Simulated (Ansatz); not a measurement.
Species: ZnF (charge +1, singlet). 
Structure (B3LYP-D3(BJ)/def2-TZVP (Ansatz, a first-principles code) minimum search):
SMILES: [F][Zn+]
```xyz
2

Zn     0.0000     0.0000    -0.3980
F      0.0000     0.0000     1.3268
```
Charge +1, spin multiplicity 1.

Give the harmonic wavenumbers at B3LYP-D3(BJ)/def2-TZVP (Ansatz, finite differences of forces, unscaled).

697 cm⁻¹. Zero-point energy 1.0 kcal/mol.

From these and the geometry, give the ideal-gas thermochemistry at 298.15 K and 1 atm (rigid rotor, harmonic oscillator).

Point group C∞v, rotational symmetry number 1. Rotational constants 11.54, 11.54 GHz. S(trans) 39.21, S(rot) 14.48, S(vib) 0.31, S(elec, spin only) 0.00, S 54.0 cal/(mol K). H(298) - H(0) 2.15 kcal/mol; G - E(el) -13.0 kcal/mol.
